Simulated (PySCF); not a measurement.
**Correlation energy of B (boron, neutral)**

[He] 2s2 2p1, 2P determinant. All numbers are calculated (PySCF 2.14, the non-relativistic Hamiltonian (point nucleus), in def2-SVP (3s2p1d, 14 functions)). Frozen: 1s2; 3 electrons correlated.

MP2 pair energies summed by pair of shells (mhartree):

```
 pair  energy  share (%)
2s-2s  -21.67       60.4
2s-2p  -14.20       39.6
```

Total MP2 correlation energy: -35.87 mhartree.

Same-spin part -2.32 and opposite-spin part -33.55 mhartree; SCS-MP2 scales them by 1/3 and 6/5 to -41.03 mhartree.

| level | correlation energy (mhartree) |
| --- | --- |
| CCSD | -56.90 |
| (T) | -0.85 |
| CCSD(T) | -57.75 |

Diagnostics: T1 = 0.011, D1 = 0.0217, largest double amplitude 0.138.

Question: Is a single reference adequate?

Answer: Mostly. T1 lies below 0.03, but a double amplitude of this size points to a near-degeneracy that CCSD handles and MP2 describes poorly.
